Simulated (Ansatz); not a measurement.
CH7NO2Si can be A, `CO[SiH](N)O`, or B, `NC(O)O[SiH3]`.

Gas-phase electronic energies from Ansatz, PBE0-D4/def2-TZVP geometries. CBS: MP2 limit from def2 TZ/QZ plus the TZ coupled-cluster correction, frozen cores. Functionals use def2-TZVPP. B3LYP here is the variant with VWN-RPA as its local correlation; programs differ in this. One conformer a species, not always the lowest.

(1) Which is lower in electronic energy at CCSD(T)/CBS, and by how much? (Best estimate.)

(2) Give E(B) − E(A) in kJ/mol with HF/def2-TZVPP, CCSD/def2-TZVPP, B3LYP-D4, ωB97M-V, MP2/def2-TZVPP, B3LYP, r2SCAN-D4. (An estimate is asked.)

Largest T1 diagnostic: 0.011.

Results:

(1) Ansatz gave: A, by 260.3 kJ/mol.

(2) Computed: HF/def2-TZVPP 258.0, CCSD/def2-TZVPP 254.9, B3LYP-D4 254.0, ωB97M-V 252.8, MP2/def2-TZVPP 263.0, B3LYP 253.7, r2SCAN-D4 252.8. None reverses the order clearly.

From PBE to PBE0 (25 % exact exchange), in def2-TZVPP and without D4, E(B) − E(A) moves by +6.8 kJ/mol.
